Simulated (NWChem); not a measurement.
System: C₃H₅BFN; SMILES FB1C=CCN1

Parts of the log:

```
             Northwest Computational Chemistry Package (NWChem) 7.3.0
             --------------------------------------------------------

 CS  symmetry detected

                             Geometry "geometry" -> ""
                             -------------------------

 Output coordinates in angstroms (scale by  1.889725989 to convert to a.u.)

  No.       Tag          Charge          X              Y              Z
 ---- ---------------- ---------- -------------- -------------- --------------
    1 F                    9.0000     0.03568649    -2.15878108     0.00000000
    2 B                    5.0000     0.05534749    -0.81720087     0.00000000
    3 C                    6.0000     1.27814932     0.15209346     0.00000000
    4 C                    6.0000     0.76607139     1.39679298     0.00000000
    5 C                    6.0000    -0.74427243     1.40286354     0.00000000
    6 N                    7.0000    -1.10162552    -0.00701586     0.00000000
    7 H                    1.0000     2.34359483    -0.05681336     0.00000000
    8 H                    1.0000     1.31842858     2.33377359     0.00000000
    9 H                    1.0000    -1.13796946     1.92913446    -0.88395800
   10 H                    1.0000    -1.13796946     1.92913446     0.88395800
   11 H                    1.0000    -2.07231142    -0.28158389     0.00000000

 Effective nuclear repulsion energy (a.u.)     211.3500828579

      Symmetry information
      --------------------

 Group name             Cs
 Group number              2
 Group order               2
 No. of unique centers    10

  pbe96 is a nonlocal functional; adding pw91lda local functional.

                                 NWChem DFT Module
                                 -----------------

 Summary of "ao basis" -> "ao basis" (spherical)
 ------------------------------------------------------------------------------
       Tag                 Description            Shells   Functions and Types
 ---------------- ------------------------------  ------  ---------------------
 F                        aug-cc-pvdz                9       23   4s3p2d
 B                        aug-cc-pvdz                9       23   4s3p2d
 C                        aug-cc-pvdz                9       23   4s3p2d
 N                        aug-cc-pvdz                9       23   4s3p2d
 H                        aug-cc-pvdz                5        9   3s2p

      Symmetry analysis of basis
      --------------------------

        a'        126
        a"         57

            General Information
            -------------------
          SCF calculation type: DFT
          Wavefunction type:  closed shell.
          No. of atoms     :    11
          No. of electrons :    44
           Alpha electrons :    22
            Beta electrons :    22
          Charge           :     0
          Spin multiplicity:     1
          Use of symmetry is: on ; symmetry adaption is: on
          Maximum number of iterations: 150
          AO basis - number of functions:   183
                     number of shells:    79
          Convergence on energy requested:  1.00D-06
          Convergence on density requested:  1.00D-05
          Convergence on gradient requested:  5.00D-04

              XC Information
              --------------
          PerdewBurkeErnzerhof Exchange Functional  1.000
            Perdew 1991 LDA Correlation Functional  1.000 local
           PerdewBurkeErnz. Correlation Functional  1.000 non-local

             Grid Information
             ----------------
          Grid used for XC integration:  medium
          Radial quadrature: Mura-Knowles
          Angular quadrature: Lebedev.
          Tag              B.-S. Rad. Rad. Pts. Rad. Cut. Ang. Pts.
          ---              ---------- --------- --------- ---------
          F                   0.50       49          15.0       434
          B                   0.85       49          15.0       434
          C                   0.70       49          14.0       434
          N                   0.65       49          14.0       434
          H                   0.35       45          15.0       434
          Grid pruning is: on
          Number of quadrature shells:   474
          Spatial weights used:  Erf1

      Superposition of Atomic Density Guess
      -------------------------------------

 Sum of atomic energies:        -293.72216774

      Non-variational initial energy
      ------------------------------

 Total energy =    -297.259897
 1-e energy   =    -817.868450
 2-e energy   =     309.258470
 HOMO         =      -0.329128
 LUMO         =      -0.026234

      Symmetry analysis of molecular orbitals - initial
      -------------------------------------------------

  Numbering of irreducible representations:

     1 a'          2 a"

  Orbital symmetries:

     1 a'          2 a'          3 a'          4 a'          5 a'
     6 a'          7 a'          8 a'          9 a'         10 a'
    11 a'         12 a'         13 a'         14 a"         15 a'
    16 a"         17 a'         18 a'         19 a'         20 a'
    21 a"         22 a"         23 a"         24 a'         25 a'
    26 a'         27 a"         28 a'         29 a'         30 a"
    31 a'         32 a'

------------------------------------------------------------
EAF file 0: "./job.aoints.0" size=496500736 bytes
------------------------------------------------------------
               write      read    awrite     aread      wait
               -----      ----    ------     -----      ----
     calls:      947         0         0         0         0
   data(b): 4.97e+08  0.00e+00  0.00e+00  0.00e+00
   time(s): 0.00e+00  0.00e+00  0.00e+00  0.00e+00  0.00e+00
rate(mb/s): 0.00e+00  0.00e+00
------------------------------------------------------------

     ---------------------------------------------
      Total Density - Mulliken Population Analysis
     ---------------------------------------------

[...]
```

Level: PBE/aug-cc-pVDZ. Structure relaxed at the B3LYP/6-31G* (spherical d) level.

Task: Which NWChem input produces such a log?

Result: One answer among several that fit: the input that was run:
```
start job
memory heap 200 mb stack 900 mb global 1100 mb
geometry units angstroms noautoz
  F      0.070547    -2.160035     0.000000
  B      0.069687    -0.818311     0.000000
  C      1.277521     0.169572     0.000000
  C      0.746466     1.406294     0.000000
  C     -0.763794     1.389264     0.000000
  N     -1.099542    -0.025916     0.000000
  H      2.346037    -0.023015     0.000000
  H      1.284428     2.351613     0.000000
  H     -1.165494     1.909452    -0.883958
  H     -1.165494     1.909452     0.883958
  H     -2.065915    -0.315298     0.000000
end
basis spherical
  * library aug-cc-pvdz
end
dft
  xc xpbe96 cpbe96
  iterations 150
  semidirect filesize 400000000
  mulliken
end
task dft energy
```
